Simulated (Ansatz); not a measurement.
`B[CH2][GeH2][F]` + `CCCl` → `BCCCCl` + `[F][GeH3]`  (formal exchange of groups at a C–Ge bond)

Isolated molecules relaxed with PBE0-D4/def2-TZVP in Ansatz; ΔE leaves out vibrations. CCSD(T)/CBS adds triple-zeta CCSD(T) − MP2 to the extrapolated MP2 energy (def2 sets, frozen cores). Functionals use def2-TZVPP. For Ge outer-core shells are correlated without core-valence functions, which leaves a few kJ/mol of doubt a bond. Scalar relativity is left out up to krypton. Each species was taken in one conformer, which may not be the lowest.

| level | ΔE (eV) |
| --- | --- |
| ωB97M-V | 0.58 |
| HF/def2-TZVPP | 0.57 |
| MP2/def2-TZVPP | 0.64 |
| CCSD/CBS(def2) | 0.62 |

Problem. What does CCSD(T)/CBS give? (An estimate is asked.)

Solution. The calculation gave: +0.62 eV. The listed levels differ from it by -0.04, -0.05, 0.02, 0.00 eV.

Largest T1 diagnostic among the species: 0.012.

In def2-TZVPP, CCSD(T) changes the Hartree–Fock value by +0.04 eV (the triples alone add +0.01 eV) and MP2 by +0.07 eV.
